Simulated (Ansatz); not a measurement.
# A family of molecules: the dipole moment

One atom is swapped for its congeners: C3H5 `[CH2]C=C`; C2H5Si `C=C[SiH2]`; C2H5Ge `C=[CH][GeH2]`; C2H5Sn `C=[CH][SnH2]`. All are doublets with charge 0.

Shapes, held fixed at every level: PBE0-D4/def2-TZVP. Flexible molecules stand in one conformer, not always the lowest. Programs: Ansatz 0.2.0. Values in D.

| level | C3H5 | C2H5Si | C2H5Ge | C2H5Sn |
| --- | --- | --- | --- | --- |
| PBE-D4/def2-TZVPP | 0.07 | 0.69 | 0.66 | 0.75 |
| r2SCAN-D4/def2-TZVPP | 0.04 | 0.69 | 0.67 | 0.74 |
| B3LYP-D4/def2-TZVPP | 0.07 | 0.70 | 0.68 | 0.75 |
| wB97M-V/def2-TZVPP | 0.06 | 0.71 | 0.65 | 0.68 |

At wB97M-V/def2-TZVPP the dipole moment isn't monotonic: it is largest for Si and smallest for C (0.71 and 0.06 D). 1 of 4 levels show this order throughout; 1 agree on the largest and the smallest. The two largest values are nearly level. Open shells run unrestricted unless RO is named. For atoms past krypton def2 sets carry core potentials with scalar relativity. Relativity is left out for Ge unless named. Magnitudes only: a dipole under 1 D may point either way.
